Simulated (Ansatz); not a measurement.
C2H6OSSi, SMILES `C=C(O)S[SiH3]`, one more setting.

```yaml
crystal:
  periodic: [false, false, false]
  atoms:
    - {symbol: C, position_ang: [-1.333000, 1.195812, 0.115566]}
    - {symbol: C, position_ang: [-0.201454, 0.953743, -0.536575]}
    - {symbol: O, position_ang: [-0.136742, 0.984587, -1.886997]}
    - {symbol: S, position_ang: [1.341552, 0.595809, 0.283416]}
    - {symbol: Si, position_ang: [0.872208, -1.435459, 0.774429]}
    - {symbol: H, position_ang: [-2.242114, 1.404274, -0.434479]}
    - {symbol: H, position_ang: [-1.354154, 1.198382, 1.194236]}
    - {symbol: H, position_ang: [0.749334, 0.723784, -2.156937]}
    - {symbol: H, position_ang: [0.405126, -2.153081, -0.437093]}
    - {symbol: H, position_ang: [2.135262, -2.032260, 1.277904]}
    - {symbol: H, position_ang: [-0.170518, -1.492591, 1.827131]}
basis:
  gaussian: {orbitals: "6-31++G**"}
hamiltonian: {xc: {name: RPBE}}
output: {forces: true}
```

```sh
$ ansatz run in.yaml --threads 4 --pin off --events-out ev --progress --plain --max-ram 10444MiB
```

Shortened log:

```
Functional definition: RPBE
1390 factors; their error is unknown
mean field evaluation 1: about -22917.5045 eV, gradient 7.0e1 eV
mean field evaluation 2: about -22854.1258 eV, gradient 1.5e2 eV
mean field evaluation 4: about -22927.9023 eV, gradient 2.3e1 eV
mean field evaluation 8: about -22929.2688 eV, gradient 2.7e-1 eV
mean field evaluation 16: about -22929.1917 eV, gradient 2.8e-3 eV
mean field -22929.19171580 eV, -842.6322535914 hartree, gradient 2.9e-5 eV, S^2 0.000000; 0 other end points of the search recorded, 0 dependent functions left out
reference -22929.19180473 eV, -842.6322568593 hartree; 28, 28 occupied and 111, 111 virtual orbitals, 1390 factors
Total energy: -22929.19180473 eV, -842.6322568593 hartree
Atom 0 at    -1.333000     1.195812     0.115566 Å, force    -0.956484     0.224167     0.497639 eV/Å
Atom 1 at    -0.201454     0.953743    -0.536575 Å, force     0.519744    -0.098642     0.024098 eV/Å
Atom 2 at    -0.136742     0.984587    -1.886997 Å, force    -0.568526     0.234527    -0.963091 eV/Å
Atom 3 at     1.341552     0.595809     0.283416 Å, force     0.859948     0.312738     0.269078 eV/Å
Atom 4 at     0.872208    -1.435459     0.774429 Å, force    -0.008505    -0.295625     0.114931 eV/Å
Atom 5 at    -2.242114     1.404274    -0.434479 Å, force    -0.337597     0.072812    -0.150570 eV/Å
Atom 6 at    -1.354154     1.198382     1.194236 Å, force    -0.069076     0.032381     0.365760 eV/Å
Atom 7 at     0.749334     0.723784    -2.156937 Å, force     0.605006    -0.157428    -0.245350 eV/Å
Atom 8 at     0.405126    -2.153081    -0.437093 Å, force    -0.083734    -0.153754    -0.201272 eV/Å
Atom 9 at     2.135262    -2.032260     1.277904 Å, force     0.217666    -0.125979     0.093714 eV/Å
Atom 10 at    -0.170518    -1.492591     1.827131 Å, force    -0.178443    -0.045197     0.195064 eV/Å
Dipole moment:     0.096314    -0.258146     0.021011 e Å
```

It took 1.6 s on 4 threads of an Arm Neoverse V2 on a shared host, with 0.49 GiB of host memory at the peak.
